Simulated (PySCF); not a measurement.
Structure problem from calculated spectra and properties.

Formula: C4H12SSi.

- UV, strongest line: among the 6 lowest singlet transitions: S6 at 7.00 eV (177 nm, f = 0.014) [TDDFT PBE0/def2-SVPD]
- Rotational structure: rotational constants A, B, C: 4.123, 1.192, 1.020 GHz [GFN2-xTB]
- Triplet: lowest triplet excitation (Tamm–Dancoff): 5.08 eV [TDA PBE0/def2-SVPD]
- NMR, other nuclei: isotropic shieldings of nuclei other than C and H, by class: 390 (1 Si), 695 (1 S) ppm [GIAO PBE0/pcSseg-1]
- Dipole: 1.65 D [PBE0/def2-SVPD]
- 1H NMR: chemical shifts (computed TMS as zero) by class: 4.73 (3 H), 2.37 (2 H), 1.60 (1 H), 0.98 (6 H) ppm [GIAO PBE0/pcSseg-1]
- 13C NMR: chemical shifts (computed TMS as zero) by class: 49.2 (1 C), 38.5 (1 C), 24.0 (2 C) ppm [GIAO PBE0/pcSseg-1]

The electronic properties come from PySCF, for the isolated species, density fitting. Levels stand in brackets. The structure is a single GFN2-xTB conformer in the gas phase; no vibrational or solvent corrections. Each NMR value is the plain mean over a class of atoms that symmetry, rotation or inversion makes alike.

Question: Give a SMILES that accounts for the data.

Answer: Numbering: `[CH3:1][CH:2]([CH3:3])[CH2:4][S:5][SiH3:6]`. Its formula, C4H12SSi, gives 0 degrees of unsaturation, so no ring and no π bond. 4 carbons fall into 3 classes; from least to most shielded: sp3 carbon bound to sulfur [C4] (49.2 ppm), sp3 CH carbon [C2] (38.5 ppm), methyl carbon [C1/C3] (24.0 ppm, 2 C). Hydrogen classes from least to most shielded: 3 H on an SiH3 silicon, Si6 (4.73 ppm), 2 H on an sp3 carbon bound to sulfur, C4 (2.37 ppm, a mean of values up to 1.2 ppm apart in this geometry), 1 H on an sp3 CH carbon, C2 (1.60 ppm), 6 H on 2 methyl carbons, C1/C3 (0.98 ppm, a mean of values up to 1.2 ppm apart in this geometry). The other shieldings belong to: 390 ppm, SiH3 silicon [Si6]; 695 ppm, sulfur bonded to C and Si [S5]. The optimised geometry has point group C1 and is an asymmetric top. Structure: `CC(C)CS[SiH3]`. Computed isomers that give other values at the same levels: `CS[Si](C)(C)C` (rotational constant A: 2.623 GHz; this holds for the one conformer computed); `C[C@@H](C[SiH3])CS` (13C chemical shifts (computed TMS as zero) by class: 42.5 (1 C), 38.6 (1 C), 25.5 (1 C), 18.5 (1 C) ppm); `CCSC[SiH2]C` (13C chemical shifts (computed TMS as zero) by class: 38.7 (1 C), 18.9 (1 C), 16.5 (1 C), -7.7 (1 C) ppm). The assignments are read from this structure; whether some other isomer fits the data as well wasn't checked.

The values belong to the conformer `[CH3:1][CH:2]([CH3:3])[CH2:4][S:5][SiH3:6]`: C1–C2–C4–S5 73°, C2–C4–S5–Si6 -94°.
